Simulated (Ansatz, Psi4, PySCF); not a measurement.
cyclopentasilane (H10Si5), singlet, geometry from GFN2-xTB. Base run: WB97X/6-31G* run with PySCF.

Here is a job for PySCF.
```python
from pyscf import gto, scf, dft

mol = gto.Mole()
mol.atom = '''
    Si    0.89417552    1.27504538    1.23383194
    Si    1.84705489   -0.65518290    0.32696139
    Si    0.23760211   -1.69522418   -1.00879286
    Si   -1.70023993   -0.39230054   -0.95029712
    Si   -1.27859856    1.46770474    0.39832196
    H     0.89674347    1.22968577    2.70132679
    H     1.69637423    2.46618182    0.93006335
    H     2.33852119   -1.55641725    1.37625952
    H     3.05646552   -0.34046095   -0.44354549
    H    -0.02599594   -3.06728188   -0.55816686
    H     0.71891426   -1.87649521   -2.38377269
    H    -2.84572076   -1.16314357   -0.45121847
    H    -2.12116492    0.00564146   -2.29909414
    H    -1.45003107    2.71786551   -0.35222064
    H    -2.26402256    1.58382923    1.48001450
'''
mol.basis = '6-31g*'
mol.verbose = 4
mol.build()

mf = dft.RKS(mol)
mf.xc = 'wb97x'
mf.kernel()
```

The same geometry, method and basis name were run in Ansatz (an electronic-structure program) and Psi4 and PySCF, at each program's defaults and at the settings that a row names. The base is PySCF at its defaults. Differences at the defaults can come from grids, fitting, cores and function types together.

| code and settings | ΔE vs base (µEh) | basis functions | E (Eh) | SCF cycles |
|---|---|---|---|---|
| PySCF, defaults (exact integrals, its default grid, spherical functions) | 0.0 | 110 | -1453.35882 | 8 |
| Psi4, defaults (density fitting with its default set, its default grid, Cartesian functions) | ? | 115 | ? | 6 |
| Ansatz, defaults (factorised integrals, its default grid, Cartesian functions) | -8285 | 115 | -1453.36710 | - |
| PySCF, density fitting with def2-universal-jkfit | ? | 110 | ? | 8 |
| PySCF, fine grid | -2.2 | 110 | -1453.35882 | 8 |
| Psi4, exact integrals, spherical functions, fine grid | 5.2 | 110 | -1453.35881 | 8 |
| Ansatz, high accuracy, Cartesian functions as the basis file defines them | -8278 | 115 | -1453.36710 | - |

Question: Complete the blanks.

Answer: 
- Psi4, defaults (density fitting with its default set, its default grid, Cartesian functions), ΔE vs base (µEh): -8566
- Psi4, defaults (density fitting with its default set, its default grid, Cartesian functions), E (Eh): -1453.36738
- PySCF, density fitting with def2-universal-jkfit, ΔE vs base (µEh): -119
- PySCF, density fitting with def2-universal-jkfit, E (Eh): -1453.35894
